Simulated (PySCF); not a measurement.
F2H5NSi2, SMILES N[SiH2][SiH](F)F.

The structure is a stationary point at PBE-D3(BJ)/def2-SVP. This is a generated structure with no PubChem entry under its InChIKey; it may be hypothetical. Other conformers were not sampled.

Two levels are set side by side: TDA-PBE/def2-SVPD (PySCF) and TDA-CAM-B3LYP/def2-SVPD (PySCF). Vertical, same geometry. The lowest singlet is HOMO→LUMO 96 % with PBE and HOMO→LUMO 95 % with the other functional; states are paired by order. Differences are taken from unrounded values.

| quantity | TDA-CAM-B3LYP | TDA-PBE | TDA-PBE minus TDA-CAM-B3LYP |
|---|---|---|---|
| lowest singlet excitation (eV) | 5.67 | 4.88 | -0.79 |
| lowest triplet excitation (TDA) (eV) | 5.02 | 4.31 | -0.71 |
| first bright state (f over 0.05) (eV) | 5.67 | 6.79 | 1.11 |
| its oscillator strength | 0.05 | 0.11 | 0.05 |

A lower first singlet is the usual sign of a functional without exact exchange. Differences between two approximate levels are no errors against the true value.

Rough cost on one machine, each run with all the roots and properties that it gave: TDA-CAM-B3LYP against TDA-PBE about 4 times.
